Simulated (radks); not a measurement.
Initial-state core-level shifts of neutral technetium when its valence configuration changes from [Kr] 4d5 5s2. Calculated with a radial shooting solver on a logarithmic mesh with Libxc functionals: scalar-relativistic Kohn-Sham, SCAN, spin-unpolarised, spherical densities, finite nucleus; meta-GGA in the generalised Kohn-Sham scheme; Fermi nuclear charge, rms radius 4.4112 fm. Shifts are changes of the shell-averaged eigenvalues in eV (positive: less bound); the change of the density at the nucleus, which sets a Mossbauer isomer shift, is in e/bohr^3, on a base of 1.022e+05.

4d6 5s1: 2p +3.468; 3s +3.421; 3d +3.440; 4s +3.131; density at nucleus -18.02
4d5 5s1 5p1: 2p -1.404; 3s -1.427; 3d -1.421; 4s -1.490; density at nucleus -14.19
4d7: 2p +6.230; 3s +6.170; 3d +6.204; 4s +5.735; density at nucleus -31.11
4d4 5s2 5p1: 2p -5.488; 3s -5.413; 3d -5.437; 4s -4.994; density at nucleus +7.74
4d5 5s1.5 5p0.5: 2p -0.705; 3s -0.718; 3d -0.715; 4s -0.756; density at nucleus -7.39
4d6 5p1: 2p +2.010; 3s +1.941; 3d +1.967; 4s +1.577; density at nucleus -30.09
4d4.5 5s1.5 5p1: 2p -3.352; 3s -3.334; 3d -3.341; 4s -3.182; density at nucleus -4.21
4d5.5 5s1.5: 2p +1.835; 3s +1.804; 3d +1.815; 4s +1.633; density at nucleus -9.96
4d3.5 5s1.5 5p2: 2p -9.009; 3s -8.882; 3d -8.919; 4s -8.170; density at nucleus +3.70
